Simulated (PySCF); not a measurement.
HBrGeS (SMILES [SH][Ge][Br]), singlet, at a GFN2-xTB geometry. Base run: HF/cc-pVDZ, polarisability (PySCF).

PySCF was given this input:
```python
from pyscf import gto, scf
from pyscf.prop import polarizability

mol = gto.M(
    atom='''
Ge    0.17820493   -0.97952960    0.10829729
Br    0.81806829    1.27700871    0.09018701
S    -2.00414445   -0.70869642   -0.39150633
H    -2.26863656   -2.01121513   -0.35795711
''',
    basis='cc-pvdz',
    verbose=3,
)

mf = scf.RHF(mol)
mf.kernel()
alpha = mf.Polarizability().polarizability()[2, 2]
print('alpha_zz =', alpha)
```

Variants of this job, named by their change:

| change | alpha_zz (bohr³) | basis functions | core-seconds (rough) |
|---|---|---|---|
| base | 36.99 | 77 | 3 |
| basis = aug-cc-pVDZ | 56.69 | 108 | 10 |
| finite field (a.u.) = 2e-4; conv_tol = 1e-11 | 36.99 | 77 | 4 |
| basis = def2-SVPD | 58.31 | 114 | 8 |
| finite field (a.u.) = 0.005; conv_tol = 1e-11 | 36.99 | 77 | 4 |
| basis = def2-SVP | 38.32 | 87 | 3 |
| functional = pbe0 | 36.98 | 77 | 20 |
| finite field (a.u.) = 0.02; conv_tol = 1e-11 | 36.99 | 77 | 5 |
| finite field (a.u.) = 2e-4; conv_tol = 1e-6 | 36.58 | 77 | 2 |
| functional = pbe | 37.07 | 77 | 20 |
| basis = cc-pVTZ | 47.83 | 134 | 30 |
| finite field (a.u.) = 0.001; conv_tol = 1e-11 | 36.99 | 77 | 3 |

Finite-field rows take the second difference of the energy in a field along z; a small field with loose convergence shows SCF noise divided by the square of the field, and a large one adds hyperpolarisability.
